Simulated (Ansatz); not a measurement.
Frontier orbitals of `C[CH](C)[SbH2]`.

The species carries charge 0 and has multiplicity 1. Correlated methods include outer-core shells of Sb, which these sets cover unevenly. Sb takes the def2 core potential. All single points use the PBE0-D4/def2-TZVP geometry. Basis def2-TZVPP, Ansatz 0.2.0.

| functional | HOMO (eV) | LUMO (eV) |
| --- | --- | --- |
| PBE | -5.80 | -0.98 |

Task: Give HOMO and LUMO (eV) with LDA (SPW92), revPBE, BLYP, r2SCAN, B97M-V, PBE0, B3LYP, r2SCANh, r2SCAN0, HSE06 (plane-wave form), BHLYP, CAM-B3LYP, LC-ωPBE, ωB97X-V, ωB97M-V, HF. (An estimate is asked.)

Result: Ansatz gave: 
```csv
functional,HOMO,LUMO
LDA (SPW92),-5.93,-1.18
revPBE,-5.74,-0.88
BLYP,-5.68,-0.89
r2SCAN,-6.02,-0.71
B97M-V,-6.02,-0.90
PBE0,-6.79,-0.22
B3LYP,-6.63,-0.46
r2SCANh,-6.39,-0.44
r2SCAN0,-6.94,-0.06
HSE06 (plane-wave form),-6.41,-0.59
BHLYP,-7.69,0.52
CAM-B3LYP,-8.03,0.67
LC-ωPBE,-9.26,1.77
ωB97X-V,-8.97,1.63
ωB97M-V,-8.87,1.38
HF,-9.03,2.46
```

B3LYP here is the variant with VWN-RPA as its local correlation; programs differ in this. LC-ωPBE has ω = 0.4 bohr⁻¹. Positive LUMOs are unbound and depend on the basis.
